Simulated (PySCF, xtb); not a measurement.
Si(H)(F)2(OEt) (C₂H₆F₂OSi), SMILES CCO[SiH](F)F.

GFN2-xTB run with xtb 6.7.1 at its own geometry gives an orbital gap of 7.67 eV and a dipole moment of 2.50 D.

Coordinates come from a ωB97X-D3(BJ)/def2-SVP optimisation. This is a generated structure with no PubChem entry under its InChIKey; it may be hypothetical. Other conformers were not sampled.

### Question
What does PySCF with PBE/def2-TZVP give? (An estimate is asked for; the answer gives what the named calculation found.)

### Answer
gap 7.51 eV (levels -7.28 and 0.23 eV), dipole 1.60 D.
